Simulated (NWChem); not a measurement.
System: C$_{5}$H$_{12}$; SMILES CCC(C)C

NWChem input:

```
start job
memory heap 200 mb stack 900 mb global 1100 mb
geometry units angstroms noautoz
  C     -0.521243    -1.800311     0.000000
  C      0.719662    -0.917128     0.000000
  C      0.470003     0.598727     0.000000
  C     -0.249835     1.073255    -1.259631
  C     -0.249835     1.073255     1.259631
  H     -0.242753    -2.865245     0.000000
  H     -1.149782    -1.629406    -0.887966
  H     -1.149782    -1.629406     0.887966
  H      1.338637    -1.166807     0.879795
  H      1.338637    -1.166807    -0.879795
  H      1.469716     1.070844     0.000000
  H     -1.278967     0.682312    -1.312410
  H     -0.318539     2.172190    -1.285813
  H      0.277055     0.749917    -2.171635
  H     -1.278967     0.682312     1.312410
  H      0.277055     0.749917     2.171635
  H     -0.318539     2.172190     1.285813
end
basis spherical
  * library 6-31g*
end
dft
  xc b3lyp
  iterations 150
  mulliken
end
task dft energy
```

The geometry was optimised at PBE0/def2-SVP.

Task: Predict the main results of this run. (B3LYP/6-31G* (spherical d).) Quantities: basis functions; energy (Ha); highest occupied level (eV); orbital gap (eV); dipole (D).

Result: The number of basis functions comes out as 94 and the energy (Ha) comes out as -197.77. The highest occupied level (eV) is -8.40 and the orbital gap (eV) comes out as 10.59. The dipole (D) is 0.09.
